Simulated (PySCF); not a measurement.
Compound: protonated hydrogen cyanide Ion, CH₂N (charge +1).
Bonds: C1–N2 (triple). Hydrogens: H3 on C1; H4 on N2.

Computed with PySCF 2.14.0, PBE0-D3(BJ)/def2-SVP geometry optimisation, gas phase.

(1) What internal coordinates does the optimisation give?

Answers

(1) 
```json
{"bond": "C1≡N2", "length (pm)": "113.8"}
{"bond": "C1–H3", "length (pm)": "109.6"}
{"bond": "N2–H4", "length (pm)": "102.4"}
```

A selection of angles:
```json
{"angle": "N2–C1–H3", "degrees": "180.0"}
{"angle": "C1–N2–H4", "degrees": "179.9"}
```

Point group: C∞v (every atom within 0.08 Å of its image). Stationary, but not proved a minimum.

Hardware: Arm Neoverse V1, one thread, shared host with 32 logical CPUs at a one-minute load of 15. Cost: 2.5 s wall, 0.23 GiB resident at most. This is the geometry optimisation.

---

Species: H3SSi (doublet state).
Bonds: Si1–S2. Hydrogens: H3, H4, H5 on Si1.

The geometry is computed with GFN2-xTB (gas phase). This method treats the open shell by occupation alone, without spin polarisation.

Task: List the bond lengths and angles at this level.

Result: 
| bond | length (bohr) | order |
| --- | --- | --- |
| Si1–S2 | 4.004 | single |
| Si1–H3, Si1–H4, Si1–H5 | 2.753 | single |

Bonds in one row agree within 0.02 bohr and their mean is given. Orders are formal, as drawn. A selection of angles:
| angle | degrees |
| --- | --- |
| S2–Si1–H3 | 106.8 |
| H3–Si1–H4 | 112.1 |

Si1 (silicon bonded to S and 3 H) is tetrahedral (angles from 106.8° to 112.1°).

Point group: C3v (every atom within 0.08 Å of its image). GFN2-xTB frequencies: not computed here.

---

Species: PbMe4, C4H12Pb.
Bonds: Pb1–C2, Pb1–C6, Pb1–C10, Pb1–C14. Hydrogens: H3, H4, H5 on C2; H7, H8, H9 on C6; H11, H12, H13 on C10; H15, H16, H17 on C14.

Computed with PySCF 2.14.0, PBE0-D3(BJ)/def2-SVP geometry optimisation, gas phase, def2 core potentials past Kr.

(1) What internal coordinates does the optimisation give?

## Answers

(1) 
```
                   bond  length (pm)
Pb1–C2 and 3 like bonds        224.2
C2–H3 and 11 like bonds        109.9
```

Bonds in one row agree within 1 pm and their mean is given. A selection of angles:
```
    angle  degrees
C2–Pb1–C6    109.2
Pb1–C2–H3    109.6
 H3–C2–H4    109.4
```

All 4 C–Pb bonds measure 2.242 to 2.243 Å. Pb1 (lead bonded to 4 C) is tetrahedral (angles from 109.2° to 109.6°).

Point group: T (every atom within 0.08 Å of its image). Not checked by PBE0-D3(BJ)/def2-SVP frequencies.
